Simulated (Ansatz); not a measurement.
The cluster GeO2⁻, relaxed as a doublet with UKS PBE-D4/def2-TZVPD in Ansatz, starting from the GFN2-xTB geometry. Force threshold 0.02 eV/Å.

The structure holds 1 bond(s) between oxygen atoms. The highest occupied level of the charge -1 doublet lies above zero (up to 2.09 eV). It is a level of α spin, whose loss leaves a singlet; that state wasn't run at this geometry and level. The electron is either unbound and held by the finite basis, or the level is raised by self-interaction error. The relaxation made no stability test and no search for a lower SCF solution. Another isomer (doublet) lies 2.54 eV lower at PBE0-D4/def2-TZVPD; other spin states weren't run for this one.

Start:

```xyz
3

Ge   -0.8557   -0.6432   -0.4671
O     0.7527    0.3626   -0.4182
O     0.1029    0.2805    0.8853
```

Estimate the energy that the relaxation releases and the steps that it takes.

1.2 kcal/mol, in 5 steps; 4.4 s on 4 threads of Arm Neoverse V2 on a shared host. No frequencies were taken in this run, so the end may be a saddle point.

Does the start keep its bonding and symmetry?

By distances, no bond broke or formed. The bond that changes most is O2–O3, from 1.46 to 1.53 Å (atoms count from 1). Point group C2v at the start, C2v at the end, both within 0.05 Å.

Predict the relaxed structure.


```xyz
3

Ge   -0.851   -0.639   -0.464
O     0.766    0.363   -0.452
O     0.084    0.277    0.916
```
Bond lengths: 2 × Ge–O 1.90 Å; 1 × O–O 1.53 Å.
